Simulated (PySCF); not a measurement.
ClHOSe, SMILES O[Se]Cl.

Coordinates come from a TPSSh-D3(BJ)/def2-TZVP optimisation. The values are those of a single conformer.

Calculation: TPSSh-D3(BJ)/def2-TZVP (PySCF 2.14.0).

Frequencies are harmonic and unscaled.

Computed vibrational spectrum:
```json
[
 {"mode": "1", "ν (cm⁻¹)": "210", "IR (km/mol)": "1.1", "moving atoms (share of kinetic energy)": "O 55 %, Cl 25 %, Se 14 %"},
 {"mode": "2", "ν (cm⁻¹)": "395", "IR (km/mol)": "26.8", "moving atoms (share of kinetic energy)": "Cl 66 %, Se 32 %"},
 {"mode": "3", "ν (cm⁻¹)": "478", "IR (km/mol)": "117.3", "moving atoms (share of kinetic energy)": "H 89 %, O 9 %"},
 {"mode": "4", "ν (cm⁻¹)": "678", "IR (km/mol)": "68.1", "moving atoms (share of kinetic energy)": "O 81 %, Se 17 %"},
 {"mode": "5", "ν (cm⁻¹)": "1111", "IR (km/mol)": "49.3", "moving atoms (share of kinetic energy)": "H 94 %"},
 {"mode": "6", "ν (cm⁻¹)": "3736", "IR (km/mol)": "85.4", "moving atoms (share of kinetic energy)": "H 94 %"}
]
```
